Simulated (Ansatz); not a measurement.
Total energies of AlGaH₃NO, SMILES `[NH2][Al]1[O][GaH]1`.

```xyz
7

N    -1.8220   -0.3606    0.4099
Al   -0.1378   -0.0751   -0.0034
O     1.0670    1.0678    0.3881
Ga    2.0670   -0.0123   -0.7739
H    -2.3671    0.2148    1.0327
H    -2.3755   -1.1233    0.0556
H     3.5684    0.2888   -1.1090
```

Total charge 0; spin multiplicity 1. Correlated methods include outer-core shells of Ga, which these sets cover unevenly. Scalar relativity is left out up to krypton. Geometry: relaxed with PBE0-D4/def2-TZVP. It is one conformer, not always the lowest. Basis def2-TZVPP, Ansatz 0.2.0.

RPA on PBE orbitals: Hartree–Fock energy of these orbitals -2296.28448 Eh, correlation -1.17015 Eh (frozen core).

```
             functional  energy without D4 (Eh)  D4 term (kJ/mol)
            LDA (SPW92)             -2294.13832                 –
                    PBE             -2298.63053             -13.1
                 revPBE             -2298.96638             -33.5
                   BLYP             -2299.25389             -27.8
                   PBE0             -2298.68715             -11.1
                r2SCANh             -2299.07709              -3.3
                r2SCAN0             -2299.04413              -3.7
HSE06 (plane-wave form)             -2298.67463             -10.6
                  BHLYP             -2299.10345             -19.3
              CAM-B3LYP             -2299.27701             -11.6
                LC-ωPBE             -2298.77959                 –
                ωB97M-V             -2299.03980                 –
                 B2PLYP             -2298.63408                 –
               PBE-QIDH             -2298.24327                 –
```

(1) Give the same for r2SCAN, B97M-V, B3LYP, ωB97X-V. (Estimate.)

B3LYP takes the VWN-RPA correlation (the form of Gaussian; ORCA's B3LYP/G). HSE06 is the plane-wave form, built on full-range PBE exchange. The double hybrids freeze the cores in their second-order part.

Answers

(1) Ansatz gave: 
```
functional  energy without D4 (Eh)  D4 term (kJ/mol)
    r2SCAN             -2299.10015              -3.0
    B97M-V             -2298.74228                 –
     B3LYP             -2299.27608             -21.3
   ωB97X-V             -2298.93493                 –
```

LC-ωPBE has ω = 0.4 bohr⁻¹.
